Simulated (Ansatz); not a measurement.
Reaction: C3H2F2 (1,3-difluoropropa-1,2-diene, SMILES FC=C=CF) → C3H2F2 (1,1-difluoropropa-1,2-diene, SMILES C=C=C(F)F)
Each species at its own B3LYP-D3(BJ)/def2-TZVP minimum (Ansatz, a program for electronic structure).

Property: isomerisation energy (electronic), in kcal/mol. UHF or UKS for unpaired electrons; spin-orbit terms are left out. CBS(X,Y): correlation extrapolated as X^-3, Hartree-Fock from the larger set. A bracket is a step between two methods taken in the basis named. The functionals are non-relativistic, so their misses hold any scalar relativity. '+ core + X2C': CCSD(T) terms for core correlation (cc-pwCVTZ) and scalar relativity (cc-pVTZ-DK). The restricted determinant of C3H2F2 (FC=C=CF, singlet) is unstable towards broken spin symmetry in at least one set run. The restricted determinant of C3H2F2 (C=C=C(F)F, singlet) is unstable towards broken spin symmetry in at least one set run.

CCSD(T)/CBS(cc-pVTZ,cc-pVQZ) + [CCSDT(Q) - CCSD(T)]/cc-pVDZ + core + X2C (Ansatz) gives -3.1 kcal/mol.

**Question.** What does PBE/def2-TZVPD (Ansatz) give here, and how do the other levels compare?

**Answer.** PBE gives -2.1 kcal/mol, 1.0 kcal/mol above it. Differences of the others: r2SCAN/def2-TZVPD (Ansatz) 0.2; PBE0/def2-TZVPD (Ansatz) 0.1; wB97M-V/def2-TZVPD (Ansatz) 0.1; CCSD(T)/CBS(cc-pVTZ,cc-pVQZ) + core + X2C (Ansatz) -0.1 kcal/mol.
